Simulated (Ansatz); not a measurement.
AlBH₃IN₂O, relaxed with RKS PBE0-D4/def2-TZVP in Ansatz from a PBE-D4/def2-SVP geometry. The force threshold is 0.005 eV/Å; the program also tests the step.

The species carries charge 0 and has multiplicity 1. I takes the def2 core potential.

Start:

```xyz
9

O     0.939   -1.885    0.283
B     0.321   -0.674    0.069
N     0.231    0.492    0.960
Al   -0.711    1.252   -0.376
I    -1.848    3.387   -0.854
N    -0.394   -0.329   -1.162
H     1.359   -1.924    1.159
H     0.614    0.607    1.892
H    -0.511   -0.928   -1.972
```

```
step  energy (eV)  largest force (eV/Å)  largest move (Å)
   1  -20449.9971                 0.680             0.000
   2  -20450.0318                 0.607             0.041
   3  -20450.0385                 0.122             0.011
   4  -20450.0386                 0.136             0.006
   5  -20450.0390                 0.030             0.004
   6  -20450.0391                 0.011             0.002
   7  -20450.0391                 0.004             0.003
```

End:

```xyz
9

O     0.935   -1.870    0.287
B     0.319   -0.669    0.070
N     0.225    0.493    0.946
Al   -0.703    1.238   -0.373
I    -1.830    3.354   -0.847
N    -0.391   -0.321   -1.148
H     1.355   -1.926    1.147
H     0.600    0.609    1.866
H    -0.509   -0.908   -1.949
```

Hardware: 4 threads of a server CPU on a shared host. Wall time 48 s, peak host memory 0.72 GiB.
